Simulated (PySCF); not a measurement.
**Working out the ionisation energy of Cu**

Cu [Ar] 3d10 4s1 (2S) → Cu⁺ [Ar] 3d10 (1S). All numbers are calculated (PySCF 2.14, no relativity, point nucleus, in 6-31G* (5s4p2d1f, 34 functions)). Frozen: [Ar]. Energies in hartree (1 hartree = 27.21139 eV):

```
            part    Cu (lower)   Cu⁺ (upper)
             UHF  -1638.563759  -1638.350384
CCSD correlation     -0.227608     -0.213289
             (T)     -0.007289     -0.005730
```

Task: What does Hartree-Fock give?

Result: (-1638.350384) − (-1638.563759) = 0.213375 hartree = 5.806 eV.

Task: What do CCSD and CCSD(T) give?

Result: The CCSD correlation energies differ by 0.014319 hartree = 0.390 eV and the triples by 0.001559 hartree = 0.042 eV, so CCSD gives 6.196 eV and CCSD(T) 6.238 eV.

Measured between the centres of the two terms (NIST): 7.726 eV, so CCSD(T) (valence) is off by -1.488 eV.

The calculation is non-relativistic.

What remains against the reference includes basis incompleteness, the frozen core and higher excitations.
